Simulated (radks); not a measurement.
Results of a calculation; reference values are marked as such.
Ge XX, configuration [Ne] 3s2 3p1.

Code: a radial shooting solver on a logarithmic mesh with Libxc functionals. Model: non-relativistic Kohn-Sham, LDA (Slater exchange, Perdew-Wang correlation), spin-unpolarised, spherical densities, point nucleus.

Energy parts (eV):
total: -50874.182
kinetic: 50845.906
electron-nucleus: -110495.493
Hartree: 10192.954
exchange-correlation: -1417.548

Orbitals (lengths in bohr, moments of r in powers of bohr; r(90%) holds 90 % of the orbital's charge):
| orbital | occ. | eigenvalue (eV) | <r> | <r^4> | r(90%) |
|---|---|---|---|---|---|
| 1s | 2 | -11555.81 | 0.04791 | 0.00002401 | 0.0853 |
| 2s | 2 | -2076.731 | 0.2113 | 0.004669 | 0.325 |
| 2p | 6 | -1938.601 | 0.1825 | 0.003233 | 0.297 |
| 3s | 2 | -764.4027 | 0.5305 | 0.1491 | 0.769 |
| 3p | 1 | -718.8290 | 0.5153 | 0.1414 | 0.762 |

The highest occupied level is 3p at -718.83 eV. For comparison, the ionisation energy in NIST's Atomic Spectra Database is 744 eV (semi-empirical). In exact Kohn-Sham theory the highest level is minus the ionisation energy, but local and semilocal functionals leave it too shallow, through self-interaction and a potential that decays too fast; potentials with the right tail come closer.

Beside tabulated values, note that spin-unpolarised runs miss the spin-polarisation part of the exchange energy of open shells.
